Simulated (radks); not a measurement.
Species: Pb. Configuration: [Xe] 4f14 5d10 6s1.75 6p2 7p0.25 (fractional occupations, a model configuration). Calculated with a radial shooting solver on a logarithmic mesh with Libxc functionals: scalar-relativistic Kohn-Sham, r2SCAN, spin-polarised, spherical densities, finite nucleus; open shells are filled with parallel spins first (spin-orbit coupling, left out, can overturn this in heavy ions); meta-GGA in the generalised Kohn-Sham scheme; Fermi nuclear charge, rms radius 5.5012 fm.

Normalised radial functions P(r) = r R(r), r in bohr:

```
   r/bohr * 5p down, o 5d up, + 6p down (the largest magnitude, 1.14, reaches the edge; | marks zero, & curves that meet)
0.0006111                             &
0.0008759                             &
 0.001246                             &
 0.001785                             &
 0.002559                             &
 0.003638                             &*
 0.005215                             &*
 0.007475                             & *
  0.01071                             o+ *
  0.01523                             o+  *
  0.02184                             |o+   *
   0.0313                             | &     *
   0.0445                             | +o   *
  0.06379                             + *   o
  0.09143                       *   + |       o
     0.13                  *       +  |      o
   0.1863                          * +o
   0.2671                   o         |  +        *
   0.3828                   o         |  +         *
   0.5443                     *    +  | o
   0.7802  *                   +      |                 o
    1.118     *                      +|                      o
     1.59                  *          |       +        o
    2.279                           * |       o     +
    3.267                             *  o         +
    4.645                             &       +
    6.658                             &  +
    9.543                             &+
    13.68                             &
    19.45                             &
    27.88                             &
    39.96                             &
```

5p down: eigenvalue -89.579 eV, 3 radial nodes at r = 0.0693, 0.200, 0.485 bohr, <r> = 0.979 bohr, 90 % of the charge inside 1.41 bohr. 5d up: eigenvalue -23.459 eV, 2 radial nodes at r = 0.183, 0.523 bohr, <r> = 1.31 bohr, 90 % of the charge inside 1.99 bohr. 6p down (empty): eigenvalue -3.083 eV, 4 radial nodes at r = 0.0692, 0.199, 0.472, 1.18 bohr, <r> = 3.14 bohr, 90 % of the charge inside 4.75 bohr.
